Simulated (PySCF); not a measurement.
Compound: C₅H₇NO₂.
Cartesian coordinates in Å at the PBE0-D3(BJ)/def2-SVP level; atoms count from 1:
```xyz
15
C5H7NO2 angstrom
C      2.053    0.395   -0.815
O      1.627   -0.184    0.384
C      0.488   -0.982    0.256
C     -0.767   -0.190    0.046
C     -1.933   -0.511   -0.706
N     -2.834    0.435   -0.642
O     -2.296    1.407    0.141
C     -1.081    1.039    0.549
H      1.289    1.063   -1.256
H      2.953    0.986   -0.598
H      2.310   -0.375   -1.570
H      0.414   -1.562    1.189
H      0.600   -1.714   -0.569
H     -2.140   -1.406   -1.293
H     -0.543    1.744    1.180
```

Method: TDDFT CAM-B3LYP/def2-SVPD, vertical, gas phase, core orbitals frozen in the response (PySCF 2.14.0, density-fitted response routines).

Problem. List the vertical singlet excitations with oscillator strengths and describe the spectrum.

Solution. 

| state | E (eV) | E (hartree) | f | main configurations (H = HOMO, L = LUMO) |
| --- | --- | --- | --- | --- |
| S1 | 6.33 | 0.2325 | 0.083 | H→L (92%) |
| S2 | 6.45 | 0.2369 | 0.0060 | H-3→L (57%), H-1→L (28%) |
| S3 | 7.06 | 0.2594 | 0.0050 | H-1→L (61%), H-3→L (19%) |
| S4 | 7.19 | 0.2641 | 0.0082 | H-2→L (56%), H→L+2 (21%) |
| S5 | 7.41 | 0.2724 | 0.016 | H→L+1 (83%) |
| S6 | 7.55 | 0.2776 | 0.019 | H-1→L+1 (79%) |

The lowest singlet lies at 6.33 eV (196 nm, vacuum ultraviolet) and is of moderate strength; its leading configuration is HOMO→LUMO (92%). The lowest level is also the most intense of those listed (f = 0.083). Löwdin shares by element: HOMO carbon 52% or more, nitrogen 20%, oxygen 9% or more (atoms not listed hold the other 20%); LUMO carbon 35% or more, nitrogen 20%, oxygen 17% or more (atoms not listed hold the other 27%). Orbital energies (eV): HOMO-3 -10.39, HOMO-2 -10.14, HOMO-1 -9.46, HOMO -9.00, LUMO 0.44, LUMO+1 1.15, LUMO+2 1.76. The listed states span 1.23 eV, and the widest gap between neighbours is 0.61 eV (S2 to S3). Of the 6 states listed, 3 reach f = 0.01 and none stays under 0.0005. The window holds the lowest 6 singlets.

Cost: about 70 s of CPU time on one thread; the machine was shared, so the figure is rough.

One conformer stands for the species.
